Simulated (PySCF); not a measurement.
An unknown gives this computed stick spectrum. Computed with TDDFT PBE0/def2-SVPD, vertical, gas phase, core orbitals frozen in the response (PySCF 2.14.0, density-fitted response routines). Geometries: GFN2-xTB, one conformer each.

```tsv
state	E (eV)	f	main configurations (H = HOMO, L = LUMO)
S1	5.55	0.0053	H-1→L (71%), H→L (24%)
S2	5.65	0.0029	H→L (67%), H-1→L (23%)
S3	6.12	0.0008	H→L+1 (77%), H-2→L (13%)
S4	6.25	0.018	H-1→L+1 (82%), H-2→L (10%)
S5	6.36	0.189	H-2→L (56%), H-2→L+1 (15%), H→L+1 (12%)
S6	6.60	0.050	H-3→L (58%), H-2→L+1 (26%)
```

Triplets computed (Tamm–Dancoff): 4.16, 4.35 eV.

Orbital energies (eV): HOMO-3 -8.53, HOMO-2 -8.08, HOMO-1 -7.86, HOMO -7.77, LUMO -0.97, LUMO+1 -0.37, LUMO+2 0.57.

Question: Which structure fits? All have the formula C5H9OP.
A. `C=C[P@@H](=O)/C=C\C`
B. `O=C1CCPCC1`
C. `CC1=CC[P@@H](=O)C1`

Answer: A. Its S1 lies at 5.55 eV; the nearest of the others has S1 at 6.49 eV. S1 is HOMO-1→LUMO (71%), HOMO→LUMO (24%). Löwdin shares by element: HOMO oxygen 52%, phosphorus 15%, carbon 10% or more, hydrogen 9% or more; LUMO carbon 69% or more (atoms not listed hold the other 31%). At the same level the other candidates give, for their lowest levels:
- `O=C1CCPCC1`: 4.29 eV (f 0.000); 5.33 eV (f 0.008); 6.51 eV (f 0.043); 6.72 eV (f 0.048); 6.80 eV (f 0.004); T1 3.70 eV; HOMO -7.12, LUMO -0.73 eV
- `CC1=CC[P@@H](=O)C1`: 6.49 eV (f 0.017); 6.60 eV (f 0.047); 6.66 eV (f 0.008); 6.93 eV (f 0.121); 7.14 eV (f 0.003); T1 4.31 eV; HOMO -7.40, LUMO -0.01 eV

The values belong to the conformer `[CH2:1]=[CH:2][P@@H:3](=[O:4])/[CH:5]=[CH:6]\[CH3:7]`: C1–C2–P3–O4 -2°, C2–P3–C5–C6 67°.
